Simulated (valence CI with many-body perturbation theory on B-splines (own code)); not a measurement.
**Xe XXIV: calculated level list**

Calculated by valence CI with perturbative core correlation (CI+MBPT): three valence electrons over a frozen Dirac-Fock core [Ar] 3d10, a basis of 9 s, 9 p, 8 d, 6 f, 3 g, 1 h functions for each j, with the one-electron correlation potential Σ1, the two-electron term Σ2, the three-electron term Σ3, Breit, model QED; selected CI, second order for the rest, scaled by the run's own slope (own B-spline code, finite nucleus).

No measured spectrum was set against this ion. As an estimate, levels hold to about 250 cm⁻¹ or 0.2 % of their energy and the worst to 1 %, as in measured heavy ions of charge 2 to 7; those with d or f electrons hold less well.

Levels 1 to 33 of 33, with energies above the lowest level, 4s²4p ²P°_1/2. "Leading %" is the weight of the configuration and term that name the level; weights of strongly mixed levels are sums over their largest components and can fall short, so below about 35 % the name and the second component can differ from the true leading terms, or belong to a minority configuration. In the jj column 3d3/2^4 stands for four electrons in 3d with j = 3/2. Lifetimes count E1, E2, E3, M1 and M2 decay at the calculated energies, and are blank where another channel may lead or the interval is too uncertain; long ones can be off by a factor of two.

```csv
No.,Configuration,Term,J,E (cm⁻¹),Leading %,Leading jj,Lifetime,Second component
1,4s²4p,²P°,1/2,0,99,4s^2 4p1/2 (99 %),,
2,4s²4p,²P°,3/2,139460,99,4s^2 4p3/2 (99 %),40.6 μs,
3,4s4p²,⁴P,1/2,398700,79,4s 4p1/2^2 (85 %),249 ps,16 % 4s4p² ²S
4,4s4p²,⁴P,3/2,491490,96,4s 4p1/2 4p3/2 (97 %),2.07 ns,
5,4s4p²,⁴P,5/2,526260,61,4s 4p1/2 4p3/2 (90 %),337 ps,37 % 4s4p² ²D
6,4s4p²,²D,3/2,584310,79,4s 4p1/2 4p3/2 (88 %),26.4 ps,15 % 4s4p² ²P
7,4s4p²,²P,1/2,615510,70,4s 4p1/2 4p3/2 (80 %),8.83 ps,15 % 4s4p² ²S
8,4s4p²,²D,5/2,659120,57,4s 4p3/2^2 (88 %),113 ps,38 % 4s4p² ⁴P
9,4s4p²,²S,1/2,755000,68,4s 4p3/2^2 (92 %),12.4 ps,25 % 4s4p² ²P
10,4s4p²,²P,3/2,762400,81,4s 4p3/2^2 (84 %),6.71 ps,11 % 4s4p² ²D
11,4s²4d,²D,3/2,880090,90,4s^2 4d3/2 (90 %),4.01 ps,7 % 4s4p² ²D
12,4s²4d,²D,5/2,904870,93,4s^2 4d5/2 (93 %),5.58 ps,5 % 4s4p² ²D
13,4p³,²P°,3/2,1008500,38,4p1/2^2 4p3/2 (92 %),14.8 ps,29 % 4p³ ⁴S°
14,4p³,⁴S°,3/2,1114300,54,4p1/2 4p3/2^2 (90 %),10.6 ps,37 % 4p³ ²D°
15,4p³,²D°,5/2,1120100,83,4p1/2 4p3/2^2 (83 %),26.1 ps,15 % 4s4p4d ²D°
16,4p³,²P°,1/2,1180300,92,4p1/2 4p3/2^2 (92 %),11.3 ps,5 % 4s4p4d ²P°
17,4s4p4d,⁴F°,3/2,1187800,88,4s 4p1/2 4d3/2 (93 %),74.7 ps,8 % 4s4p4d ²D°
18,4s4p4d,⁴F°,5/2,1212100,81,4s 4p1/2 4d3/2 (63 %),44.3 ps,6 % 4s4p4d ⁴D°
19,4s4p4d,⁴F°,7/2,1254500,76,4s 4p1/2 4d5/2 (77 %),27.2 ps,14 % 4s4p4d ⁴D°
20,4s4p4d,⁴P°,5/2,1261300,53,4s 4p1/2 4d5/2 (90 %),6.98 ps,23 % 4s4p4d ⁴D°
21,4s4p4d,⁴D°,3/2,1265500,45,4s 4p1/2 4d3/2 (54 %),5.09 ps,29 % 4s4p4d ⁴P°
22,4s4p4d,⁴D°,1/2,1270500,77,4s 4p1/2 4d3/2 (87 %),3.68 ps,13 % 4s4p4d ²P°
23,4p³,²P°,3/2,1283400,46,4p3/2^3 (74 %),8.73 ps,15 % 4p³ ²D°
24,4s4p4d,²F°,5/2,1319900,72,4s 4p1/2 4d5/2 (62 %),9.53 ps,9 % 4s4p4d ²D°
25,4s4p4d,²D°,3/2,1337200,55,4s 4p1/2 4d5/2 (39 %),4.86 ps,21 % 4s4p4d ²P°
26,4s4p4d,⁴F°,9/2,1344300,100,4s 4p3/2 4d5/2 (100 %),62.8 μs,
27,4s4p4d,⁴P°,1/2,1368900,89,4s 4p3/2 4d3/2 (97 %),5.50 ps,11 % 4s4p4d ⁴D°
28,4s4p4d,⁴D°,5/2,1370000,61,4s 4p3/2 4d3/2 (87 %),4.39 ps,9 % 4s4p4d ⁴P°
29,4s4p4d,⁴P°,3/2,1373000,58,4s 4p3/2 4d3/2 (85 %),4.96 ps,38 % 4s4p4d ⁴D°
30,4s4p4d,⁴D°,7/2,1373100,73,4s 4p3/2 4d5/2 (48 %),4.73 ps,20 % 4s4p4d ⁴F°
31,4s4p4d,²D°,5/2,1404200,50,4s 4p3/2 4d5/2 (94 %),7.86 ps,31 % 4s4p4d ⁴P°
32,4s4p4d,²D°,3/2,1428900,53,4s 4p3/2 4d5/2 (39 %),4.00 ps,28 % 4s4p4d ²P°
33,4s4p4d,²F°,7/2,1450200,98,4s 4p3/2 4d5/2 (73 %),10.4 ps,
```

Names give the largest LS component (configuration and term), which can be under half, so a name can repeat, a term be missing and a line seem to break the LS rules; names also repeat where a configuration has a term twice.

The ionisation energy to 4s² ¹S0 of the next ion comes out as 737.48 eV (NIST: 736 ± 4 eV (theoretical)). All 33 levels together are meant to be complete up to 1460300 cm⁻¹.
